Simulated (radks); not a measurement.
Results of a calculation; reference values are marked as such.
Problem. Sm, configuration [Xe] 4f6 6s2 (the NIST ground configuration). Code: a radial shooting solver on a logarithmic mesh with Libxc functionals. Model: scalar-relativistic Kohn-Sham, r2SCAN, spin-unpolarised, spherical densities, finite nucleus; meta-GGA in the generalised Kohn-Sham scheme; Fermi nuclear charge, rms radius 5.0819 fm. Some entries of the table are withheld. Estimate them.

orbital,occ.,eigenvalue (eV),<1/r> (bohr^-1),r(max) (bohr)
1s,2,-46745.53,(1),0.01449
2s,2,-7659.774,15.95,0.08211
2p,6,-6829.559,14.95,0.06636
3s,2,-1686.207,5.845,0.2333
3p,6,-1425.263,5.503,0.2288
3d,10,-1072.087,5.214,0.1879
4s,2,-338.8916,(2),0.5395
4p,6,-252.6903,2.248,0.5629
4d,10,-131.2980,1.972,0.5875
5s,2,-44.6799,(3),(4)
5p,6,-24.1526,0.7862,1.433
6s,2,-3.6534,0.2825,3.743
4f,6,-2.2452,1.356,0.6131

Solution. 
(1) 1s <1/r> (bohr^-1): 68.81
(2) 4s <1/r> (bohr^-1): 2.441
(3) 5s <1/r> (bohr^-1): 0.9325
(4) 5s r(max) (bohr): 1.264
